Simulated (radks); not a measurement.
Valence configurations of the iridium ion Ir+ (all share [Xe]). Calculated with a radial shooting solver on a logarithmic mesh with Libxc functionals: scalar-relativistic Kohn-Sham, PBE, spin-polarised, spherical densities, finite nucleus; open shells are filled with parallel spins first (spin-orbit coupling, left out, can overturn this in heavy ions); Fermi nuclear charge, rms radius 5.4032 fm. Energies are relative to 4f14 5d7 6s1; eigenvalues in eV for spin up.

valence	E (eV)	moment (Bohr magnetons)	e(4f)	e(5d)	e(6p)	e(6s)
4f14 5d7 6s1	0.000	4	-70.466	-16.239	-	-14.318
4f14 5d7.5 6s0.5	0.190	3	-68.951	-15.026	-	-13.608
4f14 5d7 6p1	6.703	4	-72.092	-17.669	-8.521	-
4f13 5d7 6s2	63.634	4	-85.291	-19.851	-	-15.323
4f13 5d8 6s1	60.548	4	-81.756	-17.290	-	-14.380
4f14 5d5 6s1 6p2	15.014	8	-80.193	-24.025	-10.722	-18.775
4f12 5d9 6s1	129.87	4	-93.427	-18.314	-	-14.411
4f14 5d6 6s2	1.859	4	-73.793	-18.626	-	-15.230
4f13 5d5 6s1 6p3	90.888	10	-97.124	-29.512	-12.218	-21.108
4f14 5d8	0.349	2	-67.491	-13.832	-	-

NIST lists [Xe] 4f14 5d7 6s1 as the ground configuration; this level of theory agrees among the configurations tried. The energies are those of spherical high-spin densities, not of single terms.
